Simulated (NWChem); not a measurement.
# CdH2SO; SMILES [OH][Cd][SH]

```xyz
5

Cd    -0.0065    -0.2927    -0.0013
O     -0.0169    -2.2589    -0.0743
H      0.0212    -2.6460     0.8079
S     -0.0542     2.0384    -0.0073
H      1.2930     2.1526    -0.0339
```
Atoms are numbered in this order, from 1.

All runs use the structure optimised with PBE0/def2-SVP. def2 effective core potentials on Cd; no spin-orbit coupling.

Task: List the 6 lowest vertical singlet excitations from PBE0/def2-SVPD with def2 effective core potentials on Cd, TDA (NWChem).

Result: 
```tsv
state	energy (eV)	oscillator strength	leading excitation (squared amplitude)
S1	4.55	0.025	HOMO → LUMO (0.99)
S2	5.15	0.020	HOMO−1 → LUMO (0.97)
S3	5.69	0.000	HOMO → LUMO+1 (0.98)
S4	5.91	0.038	HOMO → LUMO+2 (0.56)
S5	6.25	0.084	HOMO−1 → LUMO+1 (0.34)
S6	6.36	0.016	HOMO → LUMO+3 (0.91)
```
